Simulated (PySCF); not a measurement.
## Bonding in `C[C@H]1CC12CCCCC2`

Compound: C9H16.
Atom-mapped SMILES: `[CH3:1][C@H:2]1[CH2:3][C:4]12[CH2:5][CH2:6][CH2:7][CH2:8][CH2:9]2` (hydrogens: H10, H11, H12 on C1; H13 on C2; H14, H15 on C3; H16, H17 on C5; H18, H19 on C6; H20, H21 on C7; H22, H23 on C8; H24, H25 on C9)

Structure used (GFN2-xTB), in Å, numbered top down from 1:
```
atom  x, y, z in Å
C1     2.8242    0.9850   -0.1617
C2     1.8872   -0.1593   -0.4591
C3     1.3506   -1.0234    0.6478
C4     0.4223   -0.1207   -0.1153
C5    -0.1871    1.0752    0.5858
C6    -1.4720    0.6642    1.3044
C7    -2.4629    0.0476    0.3229
C8    -1.8380   -1.1615   -0.3647
C9    -0.5532   -0.7574   -1.0858
H10    2.6720    1.3706    0.8426
H11    2.6735    1.7994   -0.8692
H12    3.8576    0.6513   -0.2425
H13    2.1324   -0.6697   -1.3849
H14    1.2861   -2.0898    0.4902
H15    1.6027   -0.7506    1.6619
H16   -0.4164    1.8487   -0.1531
H17    0.5116    1.4990    1.3074
H18   -1.2297   -0.0674    2.0788
H19   -1.9187    1.5344    1.7904
H20   -3.3724   -0.2507    0.8487
H21   -2.7392    0.7903   -0.4297
H22   -2.5434   -1.5949   -1.0769
H23   -1.6053   -1.9217    0.3844
H24   -0.0994   -1.6335   -1.5535
H25   -0.7933   -0.0412   -1.8773
```

Bond orders from the PBE0/pcSseg-1 density (PySCF). One conformer (not necessarily the lowest) at the GFN2-xTB geometry, without solvent, vibrations or thermal averaging.

**Question.** How far do the computed orders between heavy atoms stray from the drawn ones?

**Answer.** The largest departure is 0.093, at C3–C4 (drawn single, 0.907).

**Question.** Give the Mayer order of every bond between heavy atoms, beside its length.

**Answer.** 
```csv
bond,drawn as,length (Å),Mayer order
C1–C2,single,1.509,1.058
C2–C3,single,1.503,0.937
C3–C4,single,1.503,0.907
C4–C5,single,1.514,1.017
C5–C6,single,1.529,1.036
C6–C7,single,1.525,1.042
C7–C8,single,1.525,1.040
C8–C9,single,1.528,1.033
C4–C2,single,1.505,0.928
C9–C4,single,1.516,1.025
```

By pair of heavy elements: C–C: lowest C3–C4 (0.907, 1.503 Å), highest C1–C2 (1.058, 1.509 Å); in 23 of the 45 pairs the longer bond (by over 0.003 Å) has the higher order (by 0.02 or more).

**Question.** And the bonds to hydrogen?

**Answer.** C–H: 0.94 to 0.96 (16 bonds).

**Question.** Sum the orders of all bonds at each heavy atom with more than one neighbour and set the sums beside the valence in the SMILES.

**Answer.** C1 3.939 (drawn 4), C2 3.875 (drawn 4), C3 3.754 (drawn 4), C4 3.877 (drawn 4), C5 3.930 (drawn 4), C6 3.976 (drawn 4), C7 3.982 (drawn 4), C8 3.972 (drawn 4), C9 3.939 (drawn 4). Orders between atoms that aren't bonded are not in these sums.

For a closed shell the Mayer order of atoms A and B is Σ (PS)μν (PS)νμ over the basis functions μ on A and ν on B, with P the density and S the overlap matrix.

The run behind these numbers computed NMR shieldings as well. Time: 51 s wall. Hardware: one thread, x86-64 server, no GPU, shared host.
